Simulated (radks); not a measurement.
Species: Pd V. Configuration: [Kr] 4d6. Method: Dirac Kohn-Sham, Wu-Cohen GGA, spin-unpolarised, spherical densities, finite nucleus; open shells fill j = l - 1/2 first; Fermi nuclear charge, rms radius 4.5318 fm; computed with a radial shooting solver on a logarithmic mesh with Libxc functionals. Some entries of the table are withheld. Estimate them.

| orbital | occ. | eigenvalue (eV) | r(max) (bohr) |
|---|---|---|---|
| 1s1/2 | 2 | -24207.52 | 0.02066 |
| 2s1/2 | 2 | -3584.777 | (1) |
| 2p1/2 | 2 | (2) | 0.09050 |
| 2p3/2 | 4 | (3) | 0.09467 |
| 3s1/2 | 2 | -694.8454 | (4) |
| 3p1/2 | 2 | -594.3176 | 0.3284 |
| 3p3/2 | 4 | -566.5152 | 0.3382 |
| 3d3/2 | 4 | -388.2757 | 0.2805 |
| 3d5/2 | 6 | -382.7292 | 0.2833 |
| 4s1/2 | 2 | (5) | 0.8472 |
| 4p1/2 | 2 | -111.2283 | (6) |
| 4p3/2 | 4 | -106.5151 | (7) |
| 4d3/2 | 4 | -57.5448 | 1.036 |
| 4d5/2 | 2 | -56.9169 | 1.045 |

Answer. 
(1) 2s1/2 r(max) (bohr): 0.1170
(2) 2p1/2 eigenvalue (eV): -3330.226
(3) 2p3/2 eigenvalue (eV): -3170.814
(4) 3s1/2 r(max) (bohr): 0.3420
(5) 4s1/2 eigenvalue (eV): -142.8755
(6) 4p1/2 r(max) (bohr): 0.8856
(7) 4p3/2 r(max) (bohr): 0.9095
